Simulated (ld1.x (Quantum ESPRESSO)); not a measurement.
u(r) = r·R(r): atom against pseudo-atom (promethium (Pm))

Columns: radius, all-electron u(r) and pseudo u(r) of the 5p shell (level -22.68 eV) of promethium in the configuration [Kr] 4d10 5s2 4f5 5p6 5d0 6s2 6p0; PBEsol, scalar-relativistic, TM scheme, ld1.x (Quantum ESPRESSO) 7.5.

```tsv
r (bohr)	all-electron	pseudo
0.138	-0.1991	-0.0147
0.275	-0.0866	-0.0577
0.413	0.3771	-0.1281
0.550	0.4206	-0.2220
0.688	0.1594	-0.3361
0.825	-0.1796	-0.4620
0.963	-0.4779	-0.5911
1.100	-0.6905	-0.7087
1.238	-0.8202	-0.8022
1.375	-0.8791	-0.8588
1.513	-0.8862	-0.8748
1.650	-0.8573	-0.8535
1.788	-0.8053	-0.8047
1.925	-0.7409	-0.7409
2.062	-0.6709	-0.6709
2.200	-0.5994	-0.5994
2.338	-0.5304	-0.5304
2.475	-0.4661	-0.4661
2.613	-0.4068	-0.4068
2.750	-0.3536	-0.3536
2.888	-0.3059	-0.3059
3.025	-0.2640	-0.2640
3.162	-0.2273	-0.2273
3.300	-0.1952	-0.1952
3.438	-0.1672	-0.1672
3.575	-0.1432	-0.1432
```

How many radial nodes do the two functions have?

The all-electron 5p function has n − l − 1 = 3 (the table is too coarse to show those close to the nucleus); the pseudo-wave has 0, since the states of the same l below it are removed with the core.

At about which radius was the pseudo-wave matched?

2.05 bohr, where the columns begin to agree (steps of 0.14 bohr).

Where does each function peak?

Outermost all-electron maximum near 1.51 bohr, pseudo maximum near 1.51 bohr (to the table’s step).

Is the pseudo-wave norm-conserving?

Yes: the TM scheme keeps the norm inside the radius equal to the all-electron one, which fixes the energy derivative of the logarithmic derivative at the level.
